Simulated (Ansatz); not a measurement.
Start from `[OH][Sc]([F])[O][SiH3]` and change one atom or group to get `[OH][Sc]([F])[F]`.

Ansatz, PBE0-D4/def2-TZVP geometries, multiplicity 1. Each molecule was computed in one conformer, which needn't be the lowest.

Scalar relativity is left out up to krypton.

```json
{"property": "size of the dipole moment (PBE/def2-TZVPP) / D", "`[OH][Sc]([F])[O][SiH3]`": "2.12"}
{"property": "LUMO energy (PBE/def2-TZVPP) / eV", "`[OH][Sc]([F])[O][SiH3]`": "-2.96"}
{"property": "HOMO energy (PBE0/def2-TZVPP) / eV", "`[OH][Sc]([F])[O][SiH3]`": "-8.53"}
{"property": "HOMO energy (B3LYP/def2-TZVPP) / eV", "`[OH][Sc]([F])[O][SiH3]`": "-8.33"}
{"property": "LUMO energy (B3LYP/def2-TZVPP) / eV", "`[OH][Sc]([F])[O][SiH3]`": "-2.44"}
{"property": "HOMO energy (PBE/def2-TZVPP) / eV", "`[OH][Sc]([F])[O][SiH3]`": "-7.08"}
```

(1) Give the same properties after the change, and the shifts. (An estimate is asked.)

Results:

(1) Ansatz gave: 
```tsv
property	`[OH][Sc]([F])[F]`	shift
size of the dipole moment (PBE/def2-TZVPP) / D	2.37	0.25
LUMO energy (PBE/def2-TZVPP) / eV	-3.08	-0.12
HOMO energy (PBE0/def2-TZVPP) / eV	-9.32	-0.79
HOMO energy (B3LYP/def2-TZVPP) / eV	-9.07	-0.74
LUMO energy (B3LYP/def2-TZVPP) / eV	-2.59	-0.15
HOMO energy (PBE/def2-TZVPP) / eV	-7.60	-0.52
```

With PBE0 the HOMO falls by 0.79 eV and the LUMO falls by 0.12 eV, so the gap widens by about 0.67 eV. PBE moves the HOMO by -0.52 eV and ωB97M-V by -0.98 eV. Dipoles are sizes alone; their direction can turn.

B3LYP here is the variant with VWN-RPA as its local correlation; programs differ in this.
